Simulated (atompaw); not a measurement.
Cutoff test, Tb (Z = 65), PAW (atompaw)

Tb, PAW, made with atompaw 4.2.0.5 (PBE, scalar-relativistic). Core [Xe], reference 4f9 5d0 6s0 6p0 (charge +2). Waves: 6s (bound, empty): rc 3.00 bohr; 6s channel at 1.1 Ry: rc 3.00 bohr; 6p (bound, empty): rc 3.00 bohr; 6p channel at 4.4 Ry: rc 3.00 bohr; 5d (bound, empty): rc 3.00 bohr; 5d channel at -0.65 Ry: rc 3.00 bohr; 4f (bound): rc 1.10 bohr; 4f channel at -0.9 Ry: rc 1.10 bohr. Local part: bessel scheme, radius 2.40 bohr. Core correction: smooth core density matched at 2.40 bohr. Augmentation charge: gaussian compensation charge, radius 2.65 bohr; PAW radius 3.00 bohr; waves and projectors: custom polynom vanderbiltortho.

The pseudo-atom Hamiltonian at the reference potential is diagonalised in spherical Bessel functions j_l(qr) that vanish at 20 bohr, with q² up to the cutoff. All-electron valence levels (Ry): 6s -1.0533, 6p -0.7391, 5d -0.9986, 4f -1.2365.

Task: How do the lowest levels (Ry) of each channel move with the cutoff, and are there ghosts?

Result:

```
cutoff (Ry)     s #1     s #2     p #1     p #2     d #1     d #2     f #1     f #2  Σ f·Δε (mRy)
          8  -3.6488  -1.0531  -0.7388  -0.3372  -0.9948  -0.3805  -0.2938  -0.1694        8484.3
         18  -3.7884  -1.0533  -0.9689  -0.7390  -0.9986  -0.3814  -0.2972  -0.1725        8453.5
         35  -3.7913  -1.0533  -0.9813  -0.7391  -0.9986  -0.3814  -0.3046  -0.1797        8387.1
         55  -3.7917  -1.0533  -0.9819  -0.7391  -0.9986  -0.3814  -0.6724  -0.2769        5077.3
         80  -3.7918  -1.0533  -0.9819  -0.7391  -0.9986  -0.3814  -1.1930  -0.2865         391.3
        120  -3.7919  -1.0533  -0.9819  -0.7391  -0.9986  -0.3814  -1.2286  -0.2868          70.7
        200  -3.7919  -1.0533  -0.9820  -0.7391  -0.9986  -0.3814  -1.2359  -0.2869           5.3
        350  -3.7919  -1.0533  -0.9820  -0.7391  -0.9986  -0.3814  -1.2365  -0.2869           0.2
        400  -3.7919  -1.0533  -0.9820  -0.7391  -0.9986  -0.3814  -1.2365  -0.2869           0.0
```

Result: ghost states, extra bound levels that the all-electron valence spectrum of the same l lacks: s at -51.6 eV, p at -13.4 eV (a true bound ghost makes a file unfit for plane-wave use); 10 mRy is reached at 180 Ry and 1 mRy at 260 Ry.
